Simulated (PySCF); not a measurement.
H2F3NSi, singlet, geometry from GFN2-xTB; PySCF with CASSCF(8,6)/6-31G.

Input for PySCF:
```python
from pyscf import gto, scf, mcscf
import numpy

mol = gto.M(
    atom='''
N     1.667666   -0.283865   -0.127330
Si    0.007504   -0.002494    0.005089
F    -0.794201   -0.986292   -0.937160
F    -0.332927    1.485326   -0.405909
F    -0.669203   -0.182628    1.430723
H     2.044462   -1.214791   -0.156781
H     2.343796    0.389115    0.187964
''',
    basis='6-31g',
    charge=0,
    spin=0,
    verbose=4,
)

mf = scf.RHF(mol)
mf.kernel()
mc = mcscf.CASSCF(mf, 6, 8)
mc.fix_spin_(ss=0.0)
mc.kernel()
occ = numpy.linalg.eigvalsh(mc.fcisolver.make_rdm1(mc.ci, mc.ncas, mc.nelecas))[::-1]
ss = mc.fcisolver.spin_square(mc.ci, mc.ncas, mc.nelecas)[0]
print('natural occupations', occ.round(4), ' <S^2>', round(ss, 4))
```

What the program printed (banner, timings and long lists left out):

```
PySCF version 2.14.0

[INPUT] verbose = 4
[INPUT] num. atoms = 7
[INPUT] num. electrons = 50
[INPUT] charge = 0
[INPUT] spin (= nelec alpha-beta = 2S) = 0
[INPUT] symmetry False subgroup None
[INPUT] Mole.unit = angstrom
[INPUT] Symbol           X                Y                Z      unit          X                Y                Z       unit  Magmom
[...]
nuclear repulsion = 267.335140688323
number of shells = 31
number of NR pGTOs = 142
number of NR cGTOs = 53
basis = 6-31g
ecp = {}

******** <class 'pyscf.scf.hf.RHF'> ********
method = RHF
initial guess = minao
damping factor = 0
level_shift factor = 0
DIIS = <class 'pyscf.scf.diis.CDIIS'>
diis_start_cycle = 1
diis_space = 8
diis_damp = 0
SCF conv_tol = 1e-09
SCF conv_tol_grad = None
SCF max_cycles = 50
direct_scf = True
direct_scf_tol = 1e-13
Set gradient conv threshold to 3.16228e-05
Initial guess from minao.
init E= -643.412074233551
[...]
cycle= 1 E= -642.806776668716  delta_E= 0.605  |g|= 0.675  |ddm|= 2.38
[...]
cycle= 2 E= -642.876805624061  delta_E= -0.07  |g|= 0.382  |ddm|= 0.855
[...]
cycle= 3 E= -642.898742345019  delta_E= -0.0219  |g|= 0.0317  |ddm|= 0.223
[...]
cycle= 4 E= -642.899137095956  delta_E= -0.000395  |g|= 0.00848  |ddm|= 0.0497
[...]
cycle= 5 E= -642.899161590977  delta_E= -2.45e-05  |g|= 0.0034  |ddm|= 0.0112
[...]
cycle= 6 E= -642.899165784672  delta_E= -4.19e-06  |g|= 0.000683  |ddm|= 0.00449
[...]
cycle= 7 E= -642.899166077444  delta_E= -2.93e-07  |g|= 9.65e-05  |ddm|= 0.00165
[...]
cycle= 8 E= -642.899166083293  delta_E= -5.85e-09  |g|= 3.84e-05  |ddm|= 0.000257
[...]
cycle= 9 E= -642.899166083693  delta_E= -4e-10  |g|= 1.02e-05  |ddm|= 4.62e-05
[...]
Extra cycle  E= -642.899166083748  delta_E= -5.5e-11  |g|= 5.12e-06  |ddm|= 1.81e-05
converged SCF energy = -642.899166083748

******** <class 'pyscf.mcscf.mc1step.CASSCF'> ********
CAS (4e+4e, 6o), ncore = 21, nvir = 26
max_cycle_macro = 50
max_cycle_micro = 4
conv_tol = 1e-07
conv_tol_grad = None
orbital rotation max_stepsize = 0.02
orbital rotation threshold for CI restart = 0.01
augmented hessian ah_max_cycle = 30
augmented hessian ah_conv_tol = 1e-12
augmented hessian ah_linear dependence = 1e-14
augmented hessian ah_level shift = 1e-08
augmented hessian ah_start_tol = 2.5
augmented hessian ah_start_cycle = 3
augmented hessian ah_grad_trust_region = 3
kf_trust_region = 3
kf_interval = 4
ci_response_space = 4
ci_grad_trust_region = 3
with_dep4 0
natorb = False
canonicalization = True
sorting_mo_energy = False
ao2mo_level = 2
internal_rotation = False
******** <class 'pyscf.fci.addons.SpinPenaltyFCISolver'> ********
max. cycles = 50
conv_tol = 1e-08
davidson only = True
linear dependence = 1e-12
level shift = 0.001
max iter space = 12
nroots = 1
pspace_size = 400
spin = None
CASCI E = -642.899878918289  S^2 = 0.0000000
Set conv_tol_grad to 0.000316228
macro iter   1 ( 21 JK    4 micro), CASSCF E = -642.902661517700  dE = -2.78259941e-03  S^2 = 0.0000000
               |grad[o]|=0.00269  |grad[c]|=0.0147  |ddm|=0.0216  |maxRot[o]|=0.242
macro iter   2 ( 21 JK    4 micro), CASSCF E = -642.910661945974  dE = -8.00042827e-03  S^2 = 0.0000000
               |grad[o]|=0.00997  |grad[c]|=0.0204  |ddm|=0.0201  |maxRot[o]|= 0.31
macro iter   3 ( 12 JK    3 micro), CASSCF E = -642.913153803073  dE = -2.49185710e-03  S^2 = 0.0000000
               |grad[o]|=0.0118  |grad[c]|=0.019  |ddm|=0.0349  |maxRot[o]|=0.148
macro iter   4 ( 21 JK    4 micro), CASSCF E = -642.919093919011  dE = -5.94011594e-03  S^2 = 0.0000000
               |grad[o]|=0.012  |grad[c]|=0.0287  |ddm|=0.0236  |maxRot[o]|=0.187
macro iter   5 ( 12 JK    3 micro), CASSCF E = -642.923197100463  dE = -4.10318145e-03  S^2 = 0.0000000
               |grad[o]|=0.0144  |grad[c]|=0.0188  |ddm|=0.00907  |maxRot[o]|=0.106
macro iter   6 ( 21 JK    4 micro), CASSCF E = -642.927265846141  dE = -4.06874568e-03  S^2 = 0.0000000
               |grad[o]|=0.0119  |grad[c]|=0.00912  |ddm|=0.0205  |maxRot[o]|=0.258
[...]
               |grad[o]|=0.00172  |grad[c]|=0.0044  |ddm|=0.00208  |maxRot[o]|=0.0124
macro iter  33 ( 17 JK    4 micro), CASSCF E = -642.948577597261  dE =  1.39619328e-06  S^2 = 0.0000000
               |grad[o]|=0.0019  |grad[c]|=0.0155  |ddm|=0.0031  |maxRot[o]|= 0.13
macro iter  34 ( 21 JK    4 micro), CASSCF E = -642.948586994504  dE = -9.39724350e-06  S^2 = 0.0000000
               |grad[o]|=0.00226  |grad[c]|=0.000872  |ddm|=0.000469  |maxRot[o]|=0.0177
macro iter  35 ( 17 JK    4 micro), CASSCF E = -642.948597692666  dE = -1.06981614e-05  S^2 = 0.0000000
               |grad[o]|=0.00137  |grad[c]|=0.00147  |ddm|=0.000989  |maxRot[o]|=0.038
macro iter  36 (  7 JK    2 micro), CASSCF E = -642.948605440206  dE = -7.74754017e-06  S^2 = 0.0000000
               |grad[o]|=0.00085  |grad[c]|=0.00158  |ddm|=0.000888  |maxRot[o]|=0.0515
macro iter  37 (  7 JK    2 micro), CASSCF E = -642.948613107951  dE = -7.66774565e-06  S^2 = 0.0000000
               |grad[o]|=0.00069  |grad[c]|=0.00336  |ddm|=0.00106  |maxRot[o]|= 0.06
macro iter  38 ( 17 JK    4 micro), CASSCF E = -642.948611179057  dE =  1.92889479e-06  S^2 = 0.0000000
               |grad[o]|=0.000577  |grad[c]|=0.00917  |ddm|=0.00181  |maxRot[o]|=0.0981
macro iter  39 ( 21 JK    4 micro), CASSCF E = -642.948612725671  dE = -1.54661450e-06  S^2 = 0.0000000
               |grad[o]|=0.000623  |grad[c]|=0.000662  |ddm|=0.000289  |maxRot[o]|=0.0103
macro iter  40 (  7 JK    2 micro), CASSCF E = -642.948616476796  dE = -3.75112438e-06  S^2 = 0.0000000
               |grad[o]|=0.00049  |grad[c]|=0.00083  |ddm|=0.000396  |maxRot[o]|=0.0369
macro iter  41 (  7 JK    2 micro), CASSCF E = -642.948620719206  dE = -4.24241000e-06  S^2 = 0.0000000
               |grad[o]|=0.000435  |grad[c]|=0.00208  |ddm|=0.000605  |maxRot[o]|=0.0508
macro iter  42 (  7 JK    2 micro), CASSCF E = -642.948624704950  dE = -3.98574412e-06  S^2 = 0.0000000
               |grad[o]|=0.0004  |grad[c]|=0.00354  |ddm|=0.00068  |maxRot[o]|=0.0561
macro iter  43 ( 21 JK    4 micro), CASSCF E = -642.948606926192  dE =  1.77787575e-05  S^2 = 0.0000000
               |grad[o]|=0.000317  |grad[c]|=0.0122  |ddm|=0.00178  |maxRot[o]|=0.195
macro iter  44 ( 21 JK    4 micro), CASSCF E = -642.948608172146  dE = -1.24595397e-06  S^2 = 0.0000000
               |grad[o]|=0.00147  |grad[c]|=0.000404  |ddm|=0.000113  |maxRot[o]|=0.0152
macro iter  45 ( 21 JK    4 micro), CASSCF E = -642.948609216472  dE = -1.04432570e-06  S^2 = 0.0000000
               |grad[o]|=0.00117  |grad[c]|=0.000859  |ddm|=0.000458  |maxRot[o]|=0.00181
macro iter  46 (  7 JK    2 micro), CASSCF E = -642.948616574612  dE = -7.35814012e-06  S^2 = 0.0000000
               |grad[o]|=0.0007  |grad[c]|=0.000673  |ddm|=0.000554  |maxRot[o]|=0.0507
macro iter  47 (  7 JK    2 micro), CASSCF E = -642.948623167901  dE = -6.59328884e-06  S^2 = 0.0000000
               |grad[o]|=0.000564  |grad[c]|=0.00159  |ddm|=0.000644  |maxRot[o]|=0.0596
macro iter  48 (  7 JK    2 micro), CASSCF E = -642.948627715811  dE = -4.54791007e-06  S^2 = 0.0000000
               |grad[o]|=0.000442  |grad[c]|=0.00269  |ddm|=0.00063  |maxRot[o]|=0.0645
macro iter  49 ( 17 JK    4 micro), CASSCF E = -642.948621710656  dE =  6.00515443e-06  S^2 = 0.0000000
               |grad[o]|=0.000302  |grad[c]|=0.00693  |ddm|=0.00114  |maxRot[o]|=0.0913
macro iter  50 ( 21 JK    4 micro), CASSCF E = -642.948621987954  dE = -2.77297659e-07  S^2 = 0.0000000
               |grad[o]|=0.000467  |grad[c]|=0.000526  |ddm|=0.000141  |maxRot[o]|=0.00243
1-step CASSCF not converged,  50 macro (683 JK 154 micro) steps
CASSCF canonicalization
Density matrix diagonal elements [1.98298591 1.98575398 1.99893456 1.99963564 0.01838298 0.01430693]
CASSCF energy = -642.948621987954
CASCI E = -642.948621987954  E(CI) = -28.8533295554166  S^2 = 0.0000000
natural occupations [1.9998 1.9996 1.986  1.9825 0.018  0.0141]  <S^2> 0.0
```

Convergence was not reached.
